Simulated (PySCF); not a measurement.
Computed IR spectrum (relative IR intensity) of a molecule C4H10Si. The structure is a stationary point at r2SCAN-D4/def2-SVP. One conformer was computed; it need not be the lowest. Method: r2SCAN-D4/def2-SVP run with PySCF. Frequencies are harmonic and unscaled.

Lines under 2 % of the strongest are left out, and lines within 2 cm⁻¹ are merged.

ν (cm⁻¹): 309 (vw), 512 (vw), 612 (w), 705 (vw), 801 (w), 841 (w), 917 (vs), 944 (w), 946 (m), 991 (w), 1060 (vw), 1096 (vw), 1168 (w), 1182 (w), 1313 (vw), 1416 (vw), 1448 (vw), 1460 (vw), 2209 (s), 2219 (m), 2226 (m), 3015 (w), 3025 (w), 3088 (w), 3118 (w), 3134 (w) (against the strongest line: vs over 80 %, s over 45 %, m over 15 %, w over 4 %, vw less)

Task: Which structure fits?
(A) C=C[SiH2]CC
(B) C/C=C/C[SiH3]
(C) C1CC[SiH2]C1
(D) CC1([SiH3])CC1

Result: B, C/C=C/C[SiH3]
